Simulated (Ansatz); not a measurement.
Q: Name a neutral molecule of Al, C, Cl, F, O and H with ideal-gas entropy at 298 K and 1 bar (rigid rotor, harmonic PBE0-D4/def2-TZVP) between 352 and 368 J/(mol·K) and HOMO–LUMO gap (B3LYP/def2-TZVPP) between 7.00 and 7.30 eV (Ansatz, PBE0-D4/def2-TZVP geometry).

A: `[OH][Al]([F])[CH2]Cl` (355 J/(mol·K), 7.04 eV). Other molecules can fit too; these were computed, each in one conformer that needn't be the lowest.

B3LYP here is the variant with VWN-RPA as its local correlation; programs differ in this.
